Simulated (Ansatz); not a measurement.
Geometry optimisation, Ansatz 0.2.0, UKS revPBE-D4/STO-3G.

input.yaml

```yaml
crystal:
  periodic: [false, false, false]
  atoms:
    - { symbol: C, position_ang: [-0.226, -1.7264, 0.4263] }
    - { symbol: C, position_ang: [0.1896, -0.2955, -0.0082] }
    - { symbol: Si, position_ang: [2.052, -0.3021, -0.593] }
    - { symbol: C, position_ang: [-0.6623, 0.4817, -1.0396] }
    - { symbol: C, position_ang: [-1.6712, 1.116, 0.0134] }
    - { symbol: Si, position_ang: [-0.2332, 1.1266, 1.2528] }
    - { symbol: H, position_ang: [0.3318, -2.0648, 1.2661] }
    - { symbol: H, position_ang: [-0.1379, -2.3799, -0.4175] }
    - { symbol: H, position_ang: [-1.3263, -1.6744, 0.752] }
    - { symbol: H, position_ang: [2.2531, -1.2586, -1.6787] }
    - { symbol: H, position_ang: [2.483, 1.0503, -1.0098] }
    - { symbol: H, position_ang: [2.9604, -0.722, 0.5727] }
    - { symbol: H, position_ang: [-0.2797, 1.2487, -1.6796] }
    - { symbol: H, position_ang: [-1.2945, -0.1749, -1.7192] }
    - { symbol: H, position_ang: [-2.0602, 2.0942, -0.2338] }
    - { symbol: H, position_ang: [-2.4991, 0.5213, 0.3649] }
    - { symbol: H, position_ang: [0.6582, 2.3305, 1.1517] }
    - { symbol: H, position_ang: [-0.5752, 0.6406, 2.6313] }
magnetization:
  spin_polarized: true
basis:
  gaussian: { orbitals: STO-3G }
hamiltonian:
  xc: revpbe
  dispersion: d4
relax:
  f_tol: 0.02
  max_steps: 40
output:
  orbitals: {}
```

Command:

```bash
$ ansatz run input.yaml --threads 1 --pin off --max-ram 2048MiB --backend cpu --events-out ev --progress --plain --runs-dir out
```

**Question.** Where does it end, and by what steps?

**Answer.** The forces met the threshold. Limits of this set-up: minimal basis. After 8 steps the energy has fallen by 0.972 eV; H15 moved furthest, 0.32 Å.

```tsv
step	energy less start (eV)	largest force component (eV/Å)	accepted
0	0.0000	5.211	yes
1	-0.8407	0.915	yes
2	-0.9576	0.205	yes
3	-0.9650	0.054	yes
4	-0.9675	0.030	yes
5	-0.9698	0.032	yes
6	-0.9710	0.028	yes
7	-0.9715	0.027	yes
8	-0.9717	0.012	yes
```

```xyz
18
Properties=species:S:1:pos:R:3
C -0.181 -1.697 0.435
C 0.266 -0.257 0.018
Si 2.052 -0.259 -0.599
C -0.786 0.382 -1.008
C -1.640 1.270 -0.010
Si -0.285 1.053 1.291
H 0.446 -2.091 1.261
H -0.099 -2.405 -0.417
H -1.236 -1.710 0.777
H 2.211 -1.167 -1.729
H 2.433 1.083 -1.023
H 2.953 -0.682 0.465
H -0.277 1.028 -1.754
H -1.375 -0.377 -1.567
H -1.863 2.284 -0.390
H -2.594 0.777 0.254
H 0.613 2.196 1.429
H -0.674 0.582 2.619
```

The run took 70 s on 1 thread of Arm Neoverse V1 (shared host), peak memory 0.16 GiB.
